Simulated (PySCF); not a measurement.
**Calculated NMR data**

[PySCF 2.14.0 with density-fitted response routines: PBE0/pcSseg-1 with gauge-including orbitals; GFN2-xTB structure; no solvent model; one averaged value for each set of equivalent atoms; relativity neglected; one computed conformer]

δ = σ(ref) − σ, references computed at the same level: TMS for ¹H, ¹³C. Splittings of carbon signals by F and P are missing where no couplings were computed. Where no couplings were computed, multiplicities follow the n + 1 count of equivalent neighbours, and m marks all less simple cases (inequivalent or close neighbours, rings, F or P nearby). Shifts are as computed. Against solution values, carbons near 30 ppm lie about +3 ppm off and those near 130 ppm about +5 ppm. Of 1211 compounds with measured shifts, 218 miss one by over three times the rms of a fit or turn the order of signals round; such compounds aren't used in these exercises.

Compound 1 (C9H11P). ¹H NMR (500 MHz, computed): δ 8.93 (m, 1H), 7.91 (m, 1H), 7.42 (m, 1H), 2.56 (s, 3H), 1.90 (m, 1H), 1.39 (m, 2H), 0.97 (m, 2H). ¹³C{¹H} NMR (computed): δ 188.1, 164.2, 144.8, 138.0, 135.1, 26.7, 25.1, 22.9. Structure: `Cc1ccc(C2CC2)pc1`.

Compound 2 (C7H13O2P). ¹H NMR (500 MHz, computed): δ 3.95 (m, 4H), 2.68 (m, 2H), 2.29 (s, 3H), 1.58 (m, 4H). ¹³C{¹H} NMR (computed): δ 208.1 (C), 70.0 (CH2), 54.1 (CH2), 32.3 (CH2), 31.9 (CH3). Structure: `CC(=O)CP1CCOCC1`.
